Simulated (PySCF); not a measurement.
# Correlation energy of B (boron, neutral)

[He] 2s1 2p2, high-spin 4P determinant (an excited configuration). Computed with PySCF 2.14 in dyall-acv3z (15s9p4d2f, 76 functions), with the spin-free X2C one-electron Hamiltonian (Gaussian nucleus). Frozen: 1s2; 3 electrons correlated; the 18 highest virtual orbitals of each spin left out.

MP2 pair energies summed by pair of shells (mhartree):

```tsv
pair	energy	share (%)
2p-2p	-6.57	56.4
2s-2p	-5.07	43.6
```

Total MP2 correlation energy: -11.64 mhartree.

Same-spin part -11.64 and opposite-spin part 0.00 mhartree; SCS-MP2 scales them by 1/3 and 6/5 to -3.88 mhartree.
